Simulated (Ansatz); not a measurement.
Steps of a relaxation of `ClC1([TeH])CC1` with RKS PBE0-D4/def2-TZVP.

```sh
$ ansatz run in.yaml --threads 4 --pin off --events-out ev --progress --plain --max-ram 10444MiB
```

```yaml
crystal:
  periodic: [false, false, false]
  atoms:
    - {symbol: Cl, position_ang: [-2.152394, 0.568034, 0.190977]}
    - {symbol: C, position_ang: [-0.536404, -0.154565, -0.043659]}
    - {symbol: Te, position_ang: [-0.491721, -1.914134, -1.306717]}
    - {symbol: C, position_ang: [0.396334, -0.128134, 1.144002]}
    - {symbol: C, position_ang: [0.633409, 0.796621, -0.032314]}
    - {symbol: H, position_ang: [-0.701303, -0.998623, -2.703571]}
    - {symbol: H, position_ang: [1.081023, -0.977986, 1.296509]}
    - {symbol: H, position_ang: [-0.010814, 0.305206, 2.070890]}
    - {symbol: H, position_ang: [0.389121, 1.862768, 0.096879]}
    - {symbol: H, position_ang: [1.475948, 0.589614, -0.709997]}
basis:
  gaussian: {orbitals: def2-TZVP}
hamiltonian: {xc: pbe0, dispersion: d4}
relax: {f_tol: 0.005, max_steps: 150}
```

Positions (Å) and forces (eV/Å) along the path, 7 of 7 steps:

```xyz
10
step=1 energy=-23001.3829 eV
Cl   -2.152    0.568    0.191    0.528   -0.224   -0.061
C    -0.536   -0.155   -0.044    0.152   -0.108    0.021
Te   -0.492   -1.914   -1.307   -0.068    0.798    0.038
C     0.396   -0.128    1.144   -0.079   -0.007    0.049
C     0.633    0.797   -0.032   -0.079    0.040   -0.035
H    -0.701   -0.999   -2.704    0.051   -0.246    0.315
H     1.081   -0.978    1.297   -0.403    0.473   -0.127
H    -0.011    0.305    2.071    0.245   -0.209   -0.539
H     0.389    1.863    0.097    0.141   -0.603   -0.050
H     1.476    0.590   -0.710   -0.488    0.086    0.388
10
step=2 energy=-23001.4342 eV
Cl   -2.137    0.551    0.189    0.194   -0.036    0.012
C    -0.531   -0.165   -0.044   -0.046    0.341    0.133
Te   -0.488   -1.856   -1.293    0.064   -0.429    0.129
C     0.393   -0.129    1.138    0.014    0.015   -0.076
C     0.627    0.786   -0.036   -0.037    0.017    0.097
H    -0.691   -0.995   -2.679   -0.030    0.184   -0.190
H     1.068   -0.969    1.290   -0.101    0.132   -0.038
H    -0.004    0.310    2.051    0.043   -0.071   -0.167
H     0.387    1.839    0.092    0.039   -0.170   -0.006
H     1.459    0.578   -0.704   -0.140    0.018    0.106
10
step=3 energy=-23001.4417 eV
Cl   -2.128    0.566    0.191    0.101   -0.060   -0.035
C    -0.532   -0.156   -0.055   -0.064    0.102    0.166
Te   -0.482   -1.882   -1.274   -0.009    0.005   -0.036
C     0.390   -0.132    1.125   -0.007    0.062   -0.016
C     0.625    0.791   -0.035   -0.020   -0.080    0.017
H    -0.684   -0.991   -2.654   -0.009   -0.024   -0.087
H     1.061   -0.970    1.269    0.008   -0.002   -0.007
H    -0.008    0.296    2.036    0.001    0.004    0.005
H     0.388    1.838    0.103   -0.013   -0.002   -0.005
H     1.453    0.589   -0.702    0.013   -0.004   -0.003
10
step=4 energy=-23001.4441 eV
Cl   -2.126    0.564    0.194    0.056   -0.036   -0.015
C    -0.532   -0.157   -0.047   -0.055    0.064    0.037
Te   -0.484   -1.877   -1.285   -0.001    0.009   -0.010
C     0.391   -0.129    1.131    0.004    0.003   -0.028
C     0.625    0.789   -0.033   -0.005   -0.028    0.012
H    -0.689   -0.999   -2.678    0.001   -0.009    0.009
H     1.063   -0.966    1.277    0.004    0.000   -0.004
H    -0.006    0.303    2.041   -0.006   -0.002    0.001
H     0.387    1.837    0.102   -0.004    0.001   -0.004
H     1.453    0.584   -0.699    0.004   -0.002    0.002
10
step=5 energy=-23001.4443 eV
Cl   -2.125    0.562    0.194    0.021   -0.014   -0.007
C    -0.532   -0.156   -0.047   -0.032    0.027    0.011
Te   -0.485   -1.876   -1.285    0.003    0.000   -0.005
C     0.391   -0.129    1.131    0.005   -0.001   -0.009
C     0.625    0.789   -0.032    0.001   -0.010    0.004
H    -0.689   -0.999   -2.678    0.000   -0.003    0.006
H     1.063   -0.965    1.276    0.002   -0.001   -0.001
H    -0.006    0.302    2.041   -0.002    0.000    0.003
H     0.387    1.837    0.101    0.000    0.004   -0.001
H     1.453    0.584   -0.698    0.002   -0.001    0.000
10
step=6 energy=-23001.4443 eV
Cl   -2.125    0.562    0.193   -0.001    0.000   -0.001
C    -0.533   -0.155   -0.047   -0.007    0.000   -0.003
Te   -0.484   -1.876   -1.284    0.003    0.000    0.001
C     0.391   -0.129    1.131    0.002    0.000    0.003
C     0.625    0.789   -0.032    0.002    0.000    0.000
H    -0.688   -1.000   -2.678   -0.001    0.000    0.000
H     1.063   -0.966    1.275   -0.001   -0.001    0.000
H    -0.006    0.301    2.041    0.001    0.000    0.001
H     0.387    1.837    0.101    0.002    0.001    0.000
H     1.453    0.583   -0.698    0.000    0.000    0.000
10
step=7 energy=-23001.4443 eV
Cl   -2.125    0.562    0.193   -0.001    0.001    0.000
C    -0.533   -0.155   -0.046   -0.002   -0.001   -0.002
Te   -0.484   -1.876   -1.284    0.002    0.000    0.001
C     0.391   -0.129    1.131    0.000    0.000    0.002
C     0.625    0.790   -0.032    0.001    0.000    0.000
H    -0.688   -1.000   -2.678   -0.001    0.000   -0.001
H     1.063   -0.966    1.274   -0.001   -0.001    0.000
H    -0.005    0.301    2.042    0.001    0.000    0.000
H     0.388    1.838    0.101    0.001    0.000    0.000
H     1.453    0.583   -0.698    0.000    0.000    0.000
```

Hardware: 4 threads of an Intel Xeon 6975P-C on a shared host. Wall time 20 s, peak host memory 0.65 GiB.
